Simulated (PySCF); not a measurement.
A structure optimised at r2SCAN-D4/def2-SVP, used in a PySCF frequency run:

```xyz
17

C     -3.0865    -0.2963    -0.8126
C     -1.9572    -0.0114     0.1693
C     -0.5889     0.0766    -0.5060
C      0.5478     0.3007     0.4753
F      0.5627    -0.7571     1.4060
Si     2.2894     0.3569    -0.3035
H     -4.0600    -0.3573    -0.3020
H     -2.9259    -1.2525    -1.3376
H     -3.1611     0.4923    -1.5800
H     -1.9132    -0.7998     0.9394
H     -2.1539     0.9338     0.7086
H     -0.5804     0.9010    -1.2439
H     -0.3962    -0.8521    -1.0755
H      0.3588     1.2287     1.0523
H      2.3837     1.5063    -1.2557
H      3.3095     0.5179     0.7720
H      2.5319    -0.9189    -1.0386
```
Charge 0, spin multiplicity 1.

Q: Write its SMILES and formula.

A: CCC[C@@H](F)[SiH3], C₄H₁₁FSi

Q: What are its rotational constants (standard atomic weights)?

A: 5.7949, 1.2340, 1.0821 GHz
